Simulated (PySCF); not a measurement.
A species of formula C3H7ClO2S has this rotational fingerprint, computed with PBE0-D3(BJ)/def2-SVP geometry optimisation, gas phase (PySCF):

```
Rotational constants : A = 2498, B = 1398, C = 1186 MHz
Dipole components    : |μa| = 3.23 D, |μb| = 1.15 D, |μc| = 2.21 D
Inertial defect      : -137.87 u·Å²
κ                    : -0.68
```

Question: Which candidate fits, each taken in the one conformer that was computed?
A. `[CH3:1][CH:2]([CH3:3])[S:4](=[O:5])(=[O:6])[Cl:7]` with C1–C2–S4–O5 177°
B. `[CH3:1][CH2:2][CH2:3][S:4](=[O:5])(=[O:6])[Cl:7]` with C1–C2–C3–S4 72°, C2–C3–S4–O5 175°

Answer: B. It is CCCS(=O)(=O)Cl, an asymmetric top, point group C1. The candidates at the same level (rigid rotor, commonest isotopes):

```json
{"SMILES": "CC(C)S(=O)(=O)Cl", "A (MHz)": "2095", "B (MHz)": "1648", "C (MHz)": "1513", "μa (D)": "4.09", "μb (D)": "1.23", "μc (D)": "0.00", "Δ (u·Å²)": "-213.97", "point group": "Cs", "rotor": "asymmetric top"}
{"SMILES": "CCCS(=O)(=O)Cl", "A (MHz)": "2498", "B (MHz)": "1398", "C (MHz)": "1186", "μa (D)": "3.23", "μb (D)": "1.15", "μc (D)": "2.21", "Δ (u·Å²)": "-137.87", "point group": "C1", "rotor": "asymmetric top"}
```

`CC(C)S(=O)(=O)Cl` has C 28 % too high. No structure here is proved a minimum.
